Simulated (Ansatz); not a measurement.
Abridged output of a molecular run in Ansatz:

```
Functional definition: HF
2854 factors; integrals over basis functions are off by at most 1.1e-3 eV
mean field evaluation 1: about -22770.6719 eV, gradient 5.5e1 eV
mean field evaluation 2: about -22771.1689 eV, gradient 5.5e1 eV
mean field evaluation 4: about -22778.5019 eV, gradient 7.3e0 eV
mean field evaluation 8: about -22778.6786 eV, gradient 5.6e-1 eV
mean field -22778.67981937 eV, -837.1010434179 hartree, gradient 3.2e-6 eV, S^2 0.000000; 0 other end points of the search recorded, 0 dependent functions left out
15 core orbitals not correlated: weight in the atoms' cores, before any rotation towards them, 1.000 or more for the frozen orbitals, at most 0.000 for the correlated occupied ones
reference -22778.67981937 eV, -837.1010434179 hartree; 30, 30 occupied and 415, 415 virtual orbitals, 2854 factors
second order -45.07131616 eV of doubles, -0.00000000 eV of singles
cycle   1  -45.20865629 eV  change   -1.4e-1 eV  update   1.7e-1
cycle   2  -46.36089034 eV  change    -1.2e0 eV  update   5.5e-2
cycle   3  -46.67335714 eV  change   -3.1e-1 eV  update   3.1e-2
cycle   4  -46.65859668 eV  change    1.5e-2 eV  update   8.6e-3
cycle   5  -46.65035669 eV  change    8.2e-3 eV  update   4.7e-3
cycle   6  -46.65265462 eV  change   -2.3e-3 eV  update   1.7e-3
cycle   7  -46.65222591 eV  change    4.3e-4 eV  update   7.7e-4
cycle   8  -46.65180801 eV  change    4.2e-4 eV  update   2.3e-4
cycle   9  -46.65193440 eV  change   -1.3e-4 eV  update   1.0e-4
cycle  10  -46.65197881 eV  change   -4.4e-5 eV  update   3.5e-5
perturbative correction -1.78334692 eV, -0.0655367905 hartree
Total energy: -22827.11514509 eV, -838.8810088078 hartree
```

Its atoms:

```xyz
21

C    -1.894   -1.694    0.957
C    -1.908   -0.480    1.859
O    -0.694    0.239    1.815
Sb   -0.346    1.486    0.328
Si    1.702    2.386    1.624
O     0.885    0.402   -0.757
C     0.402   -0.389   -1.821
C     1.408   -0.391   -2.947
H    -2.806   -2.282    1.086
H    -1.034   -2.327    1.185
H    -1.831   -1.402   -0.096
H    -2.762    0.165    1.603
H    -2.048   -0.790    2.900
H     2.501    1.234    2.107
H     1.241    3.208    2.775
H     2.522    3.242    0.726
H     0.236   -1.414   -1.465
H    -0.568   -0.018   -2.189
H     1.552    0.619   -3.337
H     1.071   -1.035   -3.763
H     2.372   -0.759   -2.591
```

(1) Which basis set was used?
A. def2-TZVPP
B. def2-QZVPP
C. cc-pV(Q+d)Z
D. def2-SVP

(2) Write the keys of the input that set method, charge and spin (a neutral closed shell needs none for the last two).

Answers

(1) A. It gives 460 functions.

(2) 
```yaml
correlation: {method: ccsd_t}
```
